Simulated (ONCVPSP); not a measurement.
**Ce (Z = 58): excitation energies, all-electron against ONCV**

- Element: cerium (Ce)
- Generator: ONCVPSP 4.0.1
- Type: optimised norm-conserving Vanderbilt (ONCV)
- Functional: PBE
- Relativity: scalar-relativistic
- Frozen core: [Kr] 4d10
- Valence charge: 12
- Reference configuration: 4f1 5s2 5p6 5d1 6s1.75 (charge +0.25)
- Partial waves: 5s+6s: rc 2.65 bohr, ncon 4, nbas 7, qcut 4.2 1/bohr, 2 projectors; 5p: rc 2.50 bohr, ncon 4, nbas 9, qcut 5.3 1/bohr, 2 projectors, debl 0.8 Ha; 5d: rc 2.30 bohr, ncon 4, nbas 7, qcut 4.2 1/bohr, 2 projectors, debl 1.4 Ha; 4f: rc 1.65 bohr, ncon 3, nbas 7, qcut 9.5 1/bohr, 2 projectors, debl 1.8 Ha
- Local potential: polynomial inside 1.65 bohr (lpopt 5, dvloc0 -1 Ha)
- Core correction: Teter function fitted to the true core (icmod 2), fcfact 0.75

In the p channel the program set the typed energies aside and used -0.904, 0.250 Ha.

Energies are relative to the spin-unpolarised reference configuration 4f1 5s2 5p6 5d1 6s1.75; without spin polarisation the order of configurations can differ from experiment.

| valence configuration | charge | ΔE all-electron (eV) | error AE − PS (meV) |
| --- | --- | --- | --- |
| 4f1 5s2 5p6 5d1 6s2 | 0 | -1.077 | +0.2 |
| 4f1 5s2 5p6 5d1 6s1 | +1 | 4.994 | -1.5 |
| 4f1 5s2 5p6 5d1 6s0 | +2 | 16.075 | -7.6 |

Task: What are ΔE and the potential's error for 4f1 5s1 5p6 5d1 6s2?

Result: ΔE = 44.659 eV all-electron; the error (AE − PS) is -235 meV.

Note: no bound ghost flagged; GHOST(+) flagged for s at 26.6 eV.
